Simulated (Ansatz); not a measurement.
Gas-phase electronic energies from Ansatz, PBE0-D4/def2-TZVP geometries. CCSD(T)/CBS is the MP2 limit (def2-TZVPP, def2-QZVPP) plus CCSD(T) − MP2 in def2-TZVPP, frozen cores. This one scheme is used for every species. DFT in def2-TZVPP. B3LYP here is the variant with VWN-RPA as its local correlation; programs differ in this. def2 core potentials past Kr. For Y outer-core shells are correlated without core-valence functions, which leaves a few kJ/mol of doubt a bond. Each species was taken in one conformer, which may not be the lowest.

Reaction (ligand exchange at a Y–F bond): `[NH2][Y]([F])[F]` + HCl → `[NH2][Y]([F])[Cl]` + H–F

```tsv
level	ΔE (kcal/mol)	difference from CCSD(T)/CBS
revPBE-D4	0.7	2.9
B97M-V	-0.6	1.6
PBE0	-1.6	0.6
B3LYP	0.4	2.6
r2SCAN0	-2.4	-0.2
CAM-B3LYP	1.0	3.2
MP2/def2-SVP	1.2	3.4
CCSD/def2-SVP	1.5	3.7
MP2/def2-TZVPP	-2.9	-0.7
SCS-MP2/def2-TZVPP	-2.0	0.2
CCSD(T)/CBS	-2.2	0
```

Largest T1 diagnostic among the species: 0.014.

At CCSD(T), def2-SVP lies +3.8 kcal/mol from the extrapolated value and def2-TZVPP −0.1 kcal/mol. From PBE to PBE0 (25 % exact exchange), in def2-TZVPP and without D4, ΔE moves by −2.3 kcal/mol. In def2-TZVPP, CCSD(T) changes the Hartree–Fock value by +2.2 kcal/mol (the triples alone add +0.1 kcal/mol) and MP2 by +1.6 kcal/mol.
